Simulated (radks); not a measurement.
Values are calculated unless marked as measured or tabulated.
Question: Isoelectronic series with 2 electrons, all held in the configuration [He], which need not be the ground one along the series. Level of theory: Dirac Kohn-Sham, PBEsol, spin-unpolarised, spherical densities, point nucleus (a radial shooting solver on a logarithmic mesh with Libxc functionals). Total energies (hartree) and orbital eigenvalues (eV):

| ion | E (hartree) | 1s1/2 |
|---|---|---|
| Fe24+ | -664.89529 | -8665.216 |
| Kr34+ | -1294.84908 | -17080.46 |
| Nb39+ | -1692.46971 | -22409.98 |
| Pd44+ | -2147.58423 | -28519.60 |
| Sb49+ | -2662.45031 | -35439.64 |
| Ba54+ | -3239.7668 | -43206.36 |
| Pm59+ | -3882.7568 | -51863.10 |
| Dy64+ | -4595.2774 | -61461.68 |

Estimate the row of Ga29+.

Answer: E (hartree) -952.84187; 1s1/2 -12505.82.
